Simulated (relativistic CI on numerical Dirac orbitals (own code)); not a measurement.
## How well does a small relativistic CI reproduce O³⁺?

Method of calculation: Dirac-Coulomb-Breit CI, separate exchange-only KLI orbitals for each configuration, model QED (radiative potential, 1s self-energy scaled to tabulated hydrogen-like ionisation energies), valence Slater integrals scaled by 0.85, configuration energies shifted to the measured levels that pair with them (semi-empirical) (own radial code, finite nucleus).

Configurations in the expansion (outside the closed core 1s2): 2s2 2p, 2s 2p2, 2p3, 2s2 3s, 2s2 3d, 2s 2p 3s, 2s 2p 3p, 2s2 4s, 2s 2p 3d, 2s2 4p, 2s2 4d, 2s2 5s, 2s2 5p, 2s2 5d, 2s 2p 4s, 2s2 3p, 2p2 3s, 2p2 3p, 2p2 3d, 2s2 4f, 2s 3s2, 2s 2p 4p, 2s 2p 4d, 2s 2p 4f, 2s 3s 3p, 2s 3s 3d, 2s 3p2, 2s 3p 3d, 2s 3d2, 2p 3s2. Levels of other configurations are missing.

```tsv
Configuration	Term (tabulated)	J	Measured (cm⁻¹)	Computed	Error	Purity (%)
2s2 2p	2P°	1/2	0.0	0	0	97
2s2 2p	2P°	3/2	385.9	379	-7	97
2s 2p2	4P	1/2	71439.8	72286	846	100
2s 2p2	4P	3/2	71570.1	72414	844	100
2s 2p2	4P	5/2	71755.5	72590	835	100
2s 2p2	2D	5/2	126936.3	126935	-1	99
2s 2p2	2D	3/2	126950.2	126951	1	99
2s 2p2	2S	1/2	164366.4	158927	-5440	99
2s 2p2	2P	1/2	180480.8	176747	-3734	99
2s 2p2	2P	3/2	180724.2	176984	-3740	99
2p3	4S°	3/2	231537.5	231537	0	100
2p3	2D°	5/2	255155.9	258394	3238	99
2p3	2D°	3/2	255184.9	258426	3241	99
2p3	2P°	1/2	289015.4	288688	-327	96
2p3	2P°	3/2	289023.5	288694	-329	96
2s2 3s	2S	1/2	357614.3	357608	-7	93
2s2 3d	2D	3/2	419533.9	419538	4	94
2s2 3d	2D	5/2	419550.6	419552	1	94
2s 2p 3s	4P°	1/2	438849.0	439962	1113	99
2s 2p 3s	4P°	3/2	438983.9	440094	1110	99
2s 2p 3s	4P°	5/2	439230.9	440337	1106	99
2s 2p 3s	2P°	1/2	452806.6	452800	-6	96
2s 2p 3s	2P°	3/2	453071.5	453062	-10	96
2s 2p 3p	2P	1/2	467229.3	468023	794	85
2s 2p 3p	2P	3/2	467344.9	468146	801	87
2s 2p 3p	4D	1/2	468337.4	468370	33	88
2s 2p 3p	4D	3/2	468414.9	468439	24	90
2s 2p 3p	4D	5/2	468550.6	468553	2	99
2s 2p 3p	4D	7/2	468760.0	468760	0	99
2s 2p 3p	4S	3/2	474478.1	473312	-1166	100
2s2 4s	2S	1/2	485821.7	485819	-2	87
2s 2p 3p	2S	1/2	492890.9	490223	-2668	87
2s 2p 3d	4F°	3/2	495169.0	497108	1939	100
2s 2p 3d	4F°	5/2	495246.1	497182	1936	100
2s2 4p	2P°	1/2	499994.9	500008	13	95
2s2 4p	2P°	3/2	500037.8	500050	12	95
2s 2p 3d	4P°	3/2	504208.9	504205	-4	98
2s 2p 3d	4P°	1/2	504282.3	504275	-7	99
2s2 4d	2D	3/2	510569.7	510569	-1	99
2s2 4d	2D	5/2	510574.1	510574	0	99
2s 2p 3d	2P°	3/2	514220.4	514194	-27	76
2s 2p 3d	2P°	1/2	514371.3	514324	-47	75
2s 2p 3s	2P°	1/2	518699.0	518486	-213	72
2s 2p 3s	2P°	3/2	518709.0	518476	-233	73
2s2 5s	2S	1/2	539368.0	539361	-7	89
2s2 5p	2P°	1/2	546803.4	546804	1	98
2s2 5p	2P°	3/2	546818.7	546820	1	98
2s 2p 3p	2P	1/2	549792.0	546658	-3134	92
2s 2p 3p	2P	3/2	549855.0	546718	-3137	92
2s2 5d	2D	3/2	552029.6	552030	0	100
2s2 5d	2D	5/2	552032.3	552032	0	100
2s 2p 3p	2S	1/2	554464.0	553006	-1458	77
2s 2p 4s	4P°	1/2	568901.0	568900	-1	98
2s 2p 4s	4P°	3/2	569036.0	569034	-2	98
```

Measured levels from Moore, Selected Tables of Atomic Spectra, NSRDS-NBS 3, section 10; pairs were made by configuration, J and term (by order where the table uses no LS term), so strongly mixed levels may be paired wrongly.

Mean error by configuration (cm⁻¹): 2s2 2p -7; 2s 2p2 -1299; 2p3 1165; 2s2 3s -7; 2s2 3d 2; 2s 2p 3s 410; 2s 2p 3p -901; 2s2 4s -2; 2s 2p 3d 632; 2s2 4p 13; 2s2 4d 0; 2s2 5s -7; 2s2 5p 1; 2s2 5d 0; 2s 2p 4s -1. Over the excited levels the mean absolute error is 823 cm⁻¹ (53 of the 55 excited levels that our extract of the source holds in range could be paired, and the others can miss by more), and the median relative error of those above 1,000 cm⁻¹ is 0.0061 %, both after the shifts were fitted to these levels, so that a configuration with one level shows no error.

Configurations whose levels could be paired with our table of measured levels were shifted onto them, all but the ground configuration, by the median error of their levels; single terms can still be off by 1,000 to 2,000 cm⁻¹ or more, and rates follow the energies as ν³ (E1, M1) or ν⁵ (E2). The others borrow a shift and can be off by several thousand cm⁻¹ or more. The fine structure of a lone outer electron comes out too small, for d and f at times inverted, and misplaced configurations move strength between like terms. 53 of the 55 excited levels that our extract of the measured tables holds in this range could be paired (the sources list more); they are missed by 823 cm⁻¹ on average and 5440 at most, after the shifts were fitted to these levels, and levels without a partner can miss by more.

Shifts applied (cm⁻¹): 2s2 2p 0; 2s 2p2 -1425; 2p3 -4179; 2s2 3s 1763; 2s2 3d 280; 2s 2p 3s 1186; 2s 2p 3p -1003; 2s2 4s -15123; 2s 2p 3d 892; 2s2 4p -14911; 2s2 4d -14823; 2s2 5s -15141; 2s2 5p -15353; 2s2 5d -15123; 2s 2p 4s -781.
